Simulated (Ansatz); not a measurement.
Calculated with Ansatz (gas phase, PBE0-D4/def2-TZVP geometries, no zero-point term in ΔE). CCSD(T)/CBS adds triple-zeta CCSD(T) − MP2 to the extrapolated MP2 energy (def2 sets, frozen cores). This one scheme is used for every species. DFT in def2-TZVPP.

Consider the hydrogenolysis of a C–F bond: `FC([SiH3])([SiH3])[SiH3]` + H₂ → `[SiH3]C([SiH3])[SiH3]` + H–F.

| level | ΔE (kcal/mol) |
| --- | --- |
| r2SCAN-D4 | -36.7 |
| PBE | -35.8 |

**Question.** What does CCSD(T)/CBS give? (An estimate is asked.)

**Answer.** Computed: -40.8 kcal/mol. The listed levels differ from it by 4.1, 5.0 kcal/mol.

Largest T1 diagnostic among the species: 0.013.

From PBE to PBE0 (25 % exact exchange), in def2-TZVPP and without D4, ΔE moves by −3.9 kcal/mol.
